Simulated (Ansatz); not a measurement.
```yaml
crystal:
  periodic: [false, false, false]
  atoms:
    - {symbol: Au, position_ang: [3.634192, -2.081213, -0.106490]}
    - {symbol: Au, position_ang: [-3.916997, 1.484321, 0.064144]}
    - {symbol: Au, position_ang: [1.143157, 2.414215, 0.133918]}
    - {symbol: Si, position_ang: [-0.860351, -1.817342, -0.091591]}
basis:
  gaussian: {orbitals: def2-SVP}
magnetization: {spin_polarized: true, initial_magnetization: 1}
hamiltonian: {xc: {name: revPBE0}, dispersion: d3bj}
scf: {omitted_lower_state_checks: [starts]}
output: {forces: true}
```

```sh
$ ansatz run in.yaml --threads 4 --pin off --events-out ev --progress --plain --max-ram 3916MiB
```

Shortened log:

```
Functional definition: revPBE0
1144 factors; integrals over basis functions are off by at most 2.7e-4 eV
mean field evaluation 1: about -18934.8981 eV, gradient 3.5e1 eV
mean field evaluation 2: about -18656.0349 eV, gradient 1.9e2 eV
mean field evaluation 4: about -18854.0953 eV, gradient 7.5e1 eV
mean field evaluation 8: about -18950.8700 eV, gradient 1.2e0 eV
mean field evaluation 16: about -18950.9514 eV, gradient 9.2e-6 eV
mean field -18950.95141320 eV, -696.4346190190 hartree, gradient 5.4e-8 eV, S^2 2.518609; 0 other end points of the search recorded, 0 dependent functions left out
reference -18950.95147282 eV, -696.4346212098 hartree; 36, 35 occupied and 78, 79 virtual orbitals, 1144 factors
Total energy: -18951.11837522 eV, -696.4407547598 hartree
Atom 0 at     3.634192    -2.081213    -0.106490 Å, force    -0.223276     0.038240     0.002104 eV/Å
Atom 1 at    -3.916997     1.484321     0.064144 Å, force     0.171369    -0.148156    -0.006816 eV/Å
Atom 2 at     1.143157     2.414215     0.133918 Å, force    -0.078339    -0.165465    -0.008956 eV/Å
Atom 3 at    -0.860351    -1.817342    -0.091591 Å, force     0.130246     0.275382     0.013668 eV/Å
Dipole moment:    -0.108745    -0.229881    -0.011447 e Å
Checks for a lower state left out: starts
```

Question: Something in this input is off. What?

Answer: The coordinates are in bohr but typed as ångström. The run converged. The result belongs to that input, not to the species as meant. The charge 0 doublet is spin-contaminated (final ⟨S²⟩ up to 2.52, 0.75 for a pure state).
